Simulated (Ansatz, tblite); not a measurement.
Cost and result up the ladder for Ge8BPH16, a doped cluster cut from the lattice of germanium (B and P 4.0 A apart) (26 atoms). Total charge 0; singlet. Geometry: PBE-D4/def2-SVP.

```xyz
26

B    -0.5131   -1.2744    1.8762
Ge   -1.9936    1.2186   -0.5548
P     0.6536   -1.3233   -1.5871
Ge    1.6967    1.5560    0.6834
Ge    0.1008   -2.5562    0.3972
Ge   -1.2176   -0.1525   -2.4320
Ge   -2.2686   -0.2987    1.3700
Ge    1.0071    0.0012    2.4695
Ge   -0.1695    2.8303   -0.2662
Ge    2.4357    0.1816   -1.2062
H    -0.7645   -2.0155    2.8277
H    -3.2653    1.9263   -1.1235
H     1.0846   -2.2037   -2.6316
H     2.9191    2.4916    0.9515
H    -0.9127   -3.5572   -0.2466
H     1.4450   -3.3407    0.5444
H    -2.1519   -1.3092   -2.8912
H    -0.6584    0.5639   -3.6970
H    -3.4566   -1.2153    0.9273
H    -2.8444    0.6455    2.4728
H     0.6439    0.9653    3.6433
H     2.3532   -0.6834    2.8778
H    -0.6082    3.9296    0.7416
H     0.2153    3.5346   -1.6046
H     3.6321   -0.7802   -0.9509
H     2.6373    0.8657   -2.5910
```

Ansatz on 2 threads of AMD EPYC 7R13 on a shared host and a share (18 GiB) of an NVIDIA H100 80GB HBM3; xTB runs through tblite on one thread. Times are rough, summed over both states, and most runs start from the orbitals of an earlier one. PBE0-D4/def2-TZVP serves as the yardstick here, not as an exact answer. The other state is a triplet.

The xTB rows come from tblite. Single mean-field runs in def2-TZVP are fitted with def2-universal-jkfit.

xTB has no spin-polarisation term.

```tsv
level	functions	wall time	vertical triplet (eV)	difference from PBE0-D4/def2-TZVP (eV)
GFN2-xTB	101	0.17 s	4.50	-0.42
GFN1-xTB	117	0.18 s	3.71	-1.21
PBE-D4/def2-TZVP (with forces)	548	36 s	4.38	-0.54
PBE0-D4/def2-TZVP	548	47 s	4.92	0.00
```
